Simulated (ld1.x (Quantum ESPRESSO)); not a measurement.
**What the settings do to the TM potential of P (Z = 15)**

Base potential:

- Element: phosphorus
- Generator: ld1.x (Quantum ESPRESSO) 7.5
- Type: norm-conserving Troullier–Martins (Kleinman–Bylander form)
- Functional: PBE
- Relativity: scalar-relativistic
- Frozen core: [Ne]
- Valence charge: 5
- Reference configuration: 3s2 3p3
- Partial waves: 3p (bound): rc 1.45 bohr; 3d channel at 0.25 Ry: rc 1.40 bohr; 3s (bound): rc 1.45 bohr
- Local potential: the s channel
- Core correction: a·sin(br)/r model core inside 1.05 bohr

Cutoffs, loose and tight: the cutoffs (Ry, on a coarse ladder) from which the occupation-weighted sum of valence levels, in a spherical-Bessel basis at the reference potential, stays within 10 and 1 mRy of its value at 400 Ry. They do not see the model core or the augmentation charge, which bear on the density cutoff. Test errors are all-electron minus pseudo excitation energies from the reference, over the configurations 3s2 3p2; 3s2 3p1; 3s2 3p0; 3s0 3p5; 3s2 3p3.3; 3s1 3p4; 3s2 3p2.5. A dash means not determined; rows that change the core or the reference have their own tests.

```csv
change,outcome,"cutoff, loose","cutoff, tight",bound ghosts,largest test error (meV)
base,generated,35 Ry,55 Ry,none,+66
wave 3p (bound): rc 1.45 bohr becomes 3p (bound): rc 0.94 bohr,generated,over 300 Ry,over 300 Ry,none,+103
wave 3p (bound): rc 1.45 bohr becomes 3p (bound): rc 1.24 bohr,generated,70 Ry,110 Ry,none,+56
wave 3p (bound): rc 1.45 bohr becomes 3p (bound): rc 1.38 bohr,generated,45 Ry,80 Ry,none,+62
wave 3p (bound): rc 1.45 bohr becomes 3p (bound): rc 1.46 bohr,generated,35 Ry,55 Ry,none,+66
wave 3p (bound): rc 1.45 bohr becomes 3p (bound): rc 1.64 bohr,generated,21 Ry,50 Ry,none,+75
wave 3p (bound): rc 1.45 bohr becomes 3p (bound): rc 1.72 bohr,generated,25 Ry,50 Ry,none,+77
wave 3p (bound): rc 1.45 bohr becomes 3p (bound): rc 1.88 bohr,generated,21 Ry,50 Ry,none,+76
wave 3p (bound): rc 1.45 bohr becomes 3p (bound): rc 2.02 bohr,generated,21 Ry,50 Ry,none,+73
wave 3p (bound): rc 1.45 bohr becomes 3p (bound): rc 2.22 bohr,generated,21 Ry,50 Ry,none,+60
```

(1) What comes out with this change to the base: wave 3p (bound): rc 1.45 bohr becomes 3p (bound): rc 1.12 bohr?

Answers

(1) outcome: generated; cutoff, loose: 100 Ry; cutoff, tight: 180 Ry; bound ghosts: none; largest test error (meV): +53.

Reading the sweep of the p radius (base included, trends over the rows without a ghost): The loose cutoff falls from 100 Ry at 1.12 to 21 Ry at 2.22 bohr, with one reversal. A larger radius leaves more room for a smooth pseudo-wave, so fewer plane waves are needed; a smaller one forces it to follow the all-electron wave where it bends sharply. The median size of the test errors (rows with all tests solved) is not monotonic: lowest 0.4 meV at 2.02 bohr, highest 12.3 meV at 0.94 bohr.
